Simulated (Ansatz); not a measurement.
Dissociation curve of Re(O)3(OH), SMILES [O]=[Re](=[O])(=[O])[OH] (HO4Re). The Re1–O5 bond (Re1 also carries O, O, O; O5 carries H) is pulled apart rigidly from the PBE0/def2-TZVP, def2 effective core potentials past Kr optimised geometry.

Levels: RKS-PBE = restricted PBE/def2-TZVP, def2 effective core potentials past Kr in Ansatz (an electronic-structure program); UKS-PBE = unrestricted PBE/def2-TZVP, def2 effective core potentials past Kr (Ansatz); RKS-PBE0 = restricted PBE0/def2-TZVP, def2 effective core potentials past Kr run with Ansatz; UKS-PBE0 = unrestricted PBE0/def2-TZVP, def2 effective core potentials past Kr (Ansatz).

Energies relative to the lowest point of each curve near equilibrium, in kJ/mol; the last columns give the difference from UKS-PBE0:

```csv
R / Å,RKS-PBE,UKS-PBE,RKS-PBE0,UKS-PBE0,RKS-PBE − UKS-PBE0,UKS-PBE − UKS-PBE0,RKS-PBE0 − UKS-PBE0
1.48,426.4,426.4,399.6,399.6,26.8,26.8,0.0
1.61,136.5,136.5,120.0,120.0,16.4,16.4,0.0
1.71,36.4,36.4,27.9,27.9,8.5,8.5,0.0
1.77,9.2,9.2,5.4,5.4,3.8,3.8,0.0
1.82,0.0,0.0,0.0,0.0,0.0,0.0,0.0
1.88,1.2,1.2,5.6,5.6,-4.5,-4.5,0.0
1.96,17.8,17.8,28.0,28.0,-10.2,-10.2,0.0
2.07,58.4,58.4,76.0,76.0,-17.6,-17.6,0.0
2.22,129.8,129.8,156.8,156.8,-27.0,-27.0,0.0
2.42,231.2,231.2,269.6,269.6,-38.4,-38.4,0.0
2.64,333.7,333.7,383.7,383.7,-50.0,-50.0,0.0
2.97,449.9,423.6,516.7,435.5,14.4,-11.9,81.2
3.36,503.6,447.1,583.1,432.3,71.3,14.8,150.8
3.80,528.1,454.9,616.8,433.5,94.7,21.4,183.3
4.42,544.2,459.6,641.6,436.5,107.8,23.1,205.2
5.26,554.5,462.5,659.7,439.2,115.3,23.3,220.5
```

RKS-PBE is furthest from UKS-PBE0 at 5.26 (115.3 kJ/mol, above); its mean absolute difference over the points is 37.9 kJ/mol.

UKS-PBE is furthest from UKS-PBE0 at 2.64 (-50.0 kJ/mol, below); its mean absolute difference over the points is 18.6 kJ/mol.

RKS-PBE0 is furthest from UKS-PBE0 at 5.26 (220.5 kJ/mol, above); its mean absolute difference over the points is 52.6 kJ/mol.

The restricted form behind RKS-PBE, RKS-PBE0 keeps the bonding electrons paired and can't separate into open-shell fragments. The unrestricted determinant behind UKS-PBE, UKS-PBE0 is spin-contaminated at 2.97 to 5.26 Å (<S²> up to 1.0, against 0.00 for a pure singlet).
